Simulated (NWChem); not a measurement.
Everything below was run with NWChem. System: C₂H₆FNSn, charge 0, spin multiplicity 1, at a geometry optimised with PBE/def2-SVP with def2 effective core potentials on Sn. The structure started from a generated list of species. Level: M06-2X/def2-SVP with def2 effective core potentials on Sn.

Input file:

```
start mol
memory heap 200 mb stack 800 mb global 1000 mb
geometry units angstroms nocenter noautoz
  Sn    -0.620704    -0.535416     0.000000
  F     -1.560242     1.228087     0.000000
  N      1.251577     0.364946     0.000000
  C      2.478315    -0.399006     0.000000
  C      1.423840     1.802816     0.000000
  H      3.110145    -0.180420    -0.895709
  H      3.110145    -0.180420     0.895709
  H      2.268453    -1.490897     0.000000
  H      1.992683     2.150324     0.896693
  H      1.992683     2.150324    -0.896693
  H      0.429311     2.291610     0.000000
  symmetry group Cs
end
basis spherical
  * library def2-svp
end
ecp
  Sn library def2-ecp
end
dft
  xc m06-2x
  semidirect memsize 60000000 filesize 0
  iterations 100
  grid fine
end
task dft energy
```

NWChem printed:

```
             Northwest Computational Chemistry Package (NWChem) 7.3.0
             --------------------------------------------------------

                                NWChem Input Module
                                -------------------

 Scaling coordinates for geometry "geometry" by  1.889725989
 (inverse scale =  0.529177249)

 Turning off AUTOSYM since
 SYMMETRY directive was detected!

                             Geometry "geometry" -> ""
                             -------------------------

 Output coordinates in angstroms (scale by  1.889725989 to convert to a.u.)

  No.       Tag          Charge          X              Y              Z
 ---- ---------------- ---------- -------------- -------------- --------------
    1 Sn                  50.0000    -0.62070400    -0.53541600     0.00000000
    2 F                    9.0000    -1.56024200     1.22808700     0.00000000
    3 N                    7.0000     1.25157700     0.36494600     0.00000000
    4 C                    6.0000     2.47831500    -0.39900600     0.00000000
    5 C                    6.0000     1.42384000     1.80281600     0.00000000
    6 H                    1.0000     3.11014500    -0.18042000    -0.89570900
    7 H                    1.0000     3.11014500    -0.18042000     0.89570900
    8 H                    1.0000     2.26845300    -1.49089700     0.00000000
    9 H                    1.0000     1.99268300     2.15032400     0.89669300
   10 H                    1.0000     1.99268300     2.15032400    -0.89669300
   11 H                    1.0000     0.42931100     2.29161000     0.00000000

 Effective nuclear repulsion energy (a.u.)     466.1900535075

            Nuclear Dipole moment (a.u.)
            ----------------------------
        X                 Y               Z
 ---------------- ---------------- ----------------
     0.0000207870    -0.0000264562     0.0000000000

      Symmetry information
      --------------------

 Group name             Cs
 Group number              2
 Group order               2
 No. of unique centers     9

      Symmetry unique atoms

     1    2    3    4    5    6    8    9   11


 Summary of "ao basis" -> "" (spherical)
 ------------------------------------------------------------------------------
       Tag                 Description            Shells   Functions and Types
 ---------------- ------------------------------  ------  ---------------------
 *                          def2-svp                  on all atoms

                                 NWChem DFT Module
                                 -----------------

 Summary of "ao basis" -> "ao basis" (spherical)
 ------------------------------------------------------------------------------
       Tag                 Description            Shells   Functions and Types
 ---------------- ------------------------------  ------  ---------------------
 Sn                         def2-svp                10       26   4s4p2d
 F                          def2-svp                 6       14   3s2p1d
 N                          def2-svp                 6       14   3s2p1d
 C                          def2-svp                 6       14   3s2p1d
 H                          def2-svp                 3        5   2s1p

 Summary of "ao basis" -> "ao basis" (spherical)
 ------------------------------------------------------------------------------
       Tag                 Description            Shells   Functions and Types
 ---------------- ------------------------------  ------  ---------------------
[...]
 d= 0,ls=0.0,diis     4   -448.4040466169 -5.57D-04  2.32D-04  5.27D-04     8.6
 d= 0,ls=0.0,diis     5   -448.4040952120 -4.86D-05  1.08D-04  2.39D-04    10.2
  Resetting Diis
 d= 0,ls=0.0,diis     6   -448.4041244256 -2.92D-05  2.99D-05  2.43D-05    11.7
 d= 0,ls=0.0,diis     7   -448.4041270965 -2.67D-06  1.15D-05  8.20D-07    13.2
 d= 0,ls=0.0,diis     8   -448.4041271929 -9.64D-08  4.07D-06  6.25D-07    14.7

         Total DFT energy =     -448.404127192882
      One electron energy =    -1228.718094323239
           Coulomb energy =      561.606876929034
    Exchange-Corr. energy =      -48.375911586638
 Nuclear repulsion energy =      267.083001787961

 Numeric. integr. density =       56.000002912418

     Total iterative time =     14.0s

                  Occupations of the irreducible representations
                  ----------------------------------------------

                     irrep           alpha         beta
                     --------     --------     --------
                     a'               21.0         21.0
                     a"                7.0          7.0

                       DFT Final Molecular Orbital Analysis
                       ------------------------------------

 Vector   26  Occ=2.000000D+00  E=-4.017990D-01  Symmetry=a'
              MO Center=  4.3D-01,  7.6D-01, -9.2D-14, r^2= 4.2D+00
   Bfn.  Coefficient  Atom+Function         Bfn.  Coefficient  Atom+Function
  ----- ------------  ---------------      ----- ------------  ---------------
    31      0.340589   2 F  py                3     -0.263550   1 Sn s
    34     -0.246739   2 F  py               44     -0.243702   3 N  px
    72     -0.239002   5 C  px              108      0.198885  11 H  s
    58     -0.193266   4 C  px               11     -0.159139   1 Sn px
     4     -0.151159   1 Sn s                47      0.151334   3 N  px

 Vector   27  Occ=2.000000D+00  E=-3.154024D-01  Symmetry=a'
              MO Center= -3.3D-01, -5.3D-01,  4.6D-15, r^2= 3.7D+00
   Bfn.  Coefficient  Atom+Function         Bfn.  Coefficient  Atom+Function
  ----- ------------  ---------------      ----- ------------  ---------------
     3      0.458073   1 Sn s                 4      0.372422   1 Sn s
    12     -0.281435   1 Sn py               44     -0.250173   3 N  px
    43     -0.212573   3 N  s                 2     -0.197003   1 Sn s
    31     -0.194484   2 F  py               47      0.194764   3 N  px
     1     -0.167298   1 Sn s                15     -0.162798   1 Sn py

 Vector   28  Occ=2.000000D+00  E=-2.736817D-01  Symmetry=a"
              MO Center=  1.4D+00,  4.4D-01, -1.9D-15, r^2= 2.6D+00
   Bfn.  Coefficient  Atom+Function         Bfn.  Coefficient  Atom+Function
  ----- ------------  ---------------      ----- ------------  ---------------
    46      0.488113   3 N  pz               49     -0.447661   3 N  pz
    13     -0.165673   1 Sn pz               98      0.158724   9 H  s
   103     -0.158724  10 H  s                83     -0.157299   6 H  s
    88      0.157299   7 H  s                16     -0.153429   1 Sn pz
    84     -0.136542   6 H  s                89      0.136542   7 H  s

 Vector   29  Occ=0.000000D+00  E=-4.026720D-02  Symmetry=a"
              MO Center= -4.6D-01, -4.9D-01, -1.7D-15, r^2= 4.2D+00
   Bfn.  Coefficient  Atom+Function         Bfn.  Coefficient  Atom+Function
  ----- ------------  ---------------      ----- ------------  ---------------
    16      0.680175   1 Sn pz               13      0.420403   1 Sn pz
    49     -0.241899   3 N  pz               46      0.224299   3 N  pz
    10     -0.147491   1 Sn pz                7     -0.138690   1 Sn pz
    32      0.136298   2 F  pz               35     -0.136436   2 F  pz
    99      0.096125   9 H  s               104     -0.096125  10 H  s

 Vector   30  Occ=0.000000D+00  E= 2.018505D-02  Symmetry=a'
              MO Center= -5.4D-01, -8.2D-01,  4.6D-16, r^2= 4.9D+00
   Bfn.  Coefficient  Atom+Function         Bfn.  Coefficient  Atom+Function
  ----- ------------  ---------------      ----- ------------  ---------------
    14      0.790508   1 Sn px               57     -0.474319   4 C  s
    15     -0.439097   1 Sn py               94      0.290014   8 H  s
    43     -0.281590   3 N  s                29      0.279795   2 F  s
    11      0.242642   1 Sn px               62      0.191001   4 C  py
    31      0.164576   2 F  py               34     -0.152234   2 F  py

 Vector   31  Occ=0.000000D+00  E= 6.788741D-02  Symmetry=a'
              MO Center= -4.8D-01, -3.7D-01,  2.5D-14, r^2= 5.2D+00
   Bfn.  Coefficient  Atom+Function         Bfn.  Coefficient  Atom+Function
  ----- ------------  ---------------      ----- ------------  ---------------
    15      0.915774   1 Sn py               43     -0.711362   3 N  s
    14      0.640664   1 Sn px                4      0.565155   1 Sn s
    71     -0.326566   5 C  s                29     -0.285818   2 F  s
    47      0.216392   3 N  px                3      0.162669   1 Sn s
    42     -0.162814   3 N  s                12      0.154241   1 Sn py

 center of mass
 --------------
 x =  -0.26597170 y =  -0.13640183 z =   0.00000000

 moments of inertia (a.u.)
 ------------------
         444.394284561729        -111.999558621020           0.000000000000
        -111.999558621020         871.936138868278           0.000000000000
           0.000000000000           0.000000000000        1293.205315679713

     Multipole analysis of the density
     ---------------------------------

     L   x y z        total         alpha         beta         nuclear
     -   - - -        -----         -----         ----         -------
     0   0 0 0      0.000000    -28.000000    -28.000000     56.000000

     1   1 0 0      0.635093    -16.103911    -16.103911     32.842914
     1   0 1 0     -0.895538    -14.612809    -14.612809     28.330080
     1   0 0 1     -0.000000     -0.000000     -0.000000      0.000000

     2   2 0 0    -37.649885   -238.417333   -238.417333    439.184781
     2   1 1 0      2.367265    -12.710232    -12.710232     27.787728
     2   1 0 1     -0.000000     -0.000000     -0.000000      0.000000
     2   0 2 0    -38.084691   -122.703329   -122.703329    207.321967
     2   0 1 1      0.000000      0.000000      0.000000      0.000000
     2   0 0 2    -34.808253    -23.140516    -23.140516     11.472779

 Task  times  cpu:       14.8s     wall:       14.8s

 Total times  cpu:       14.8s     wall:       14.8s
```
